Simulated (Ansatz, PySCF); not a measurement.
C$_{2}$H$_{6}$S, triplet, at the geometry of the source list (a higher spin typed on purpose: for a closed-shell molecule this is an excited state). Base run: B3LYP5/6-31G** in PySCF.

PySCF was given this input:
```python
from pyscf import gto, scf, dft

mol = gto.Mole()
mol.atom = '''
    C     1.289200    0.419600    0.226500
    S     0.028800    0.529400   -1.072600
    C    -1.288600   -0.407500   -0.251000
    H     1.536400   -0.623100    0.406000
    H     2.162400    0.951800   -0.134100
    H     0.917200    0.886400    1.134400
    H    -0.946200   -1.419700   -0.053900
    H    -2.133900   -0.426700   -0.929800
    H    -1.565500    0.089800    0.674600
'''
mol.basis = '6-31g**'
mol.charge = 0
mol.spin = 2
mol.verbose = 4
mol.build()

mf = dft.UKS(mol)
mf.xc = 'b3lyp5'
mf.kernel()
```

The same geometry, method and basis name were run in Ansatz (an electronic-structure program) and PySCF, at each program's defaults and at the settings that a row names. The base is PySCF at its defaults. Differences at the defaults can come from grids, fitting, cores and function types together.

```csv
code and settings,ΔE vs base (µEh),basis functions,E (Eh),SCF cycles,dipole (D)
"PySCF, defaults (exact integrals, its default grid, spherical functions)",0.0,76,-477.69719,10,1.76
"Ansatz, defaults (factorised integrals, its default grid, Cartesian functions)",-4443,79,-477.70164,-,-
"PySCF, density fitting with def2-universal-jkfit",-57.9,76,-477.69725,10,1.76
"PySCF, fine grid",0.2,76,-477.69719,10,1.76
"Ansatz, high accuracy, Cartesian functions as the basis file defines them",-4442,79,-477.70164,-,-
```

Open shells are given as the SCF converged; they aren't shown to be the lowest states, and a large step between rows can be another state.
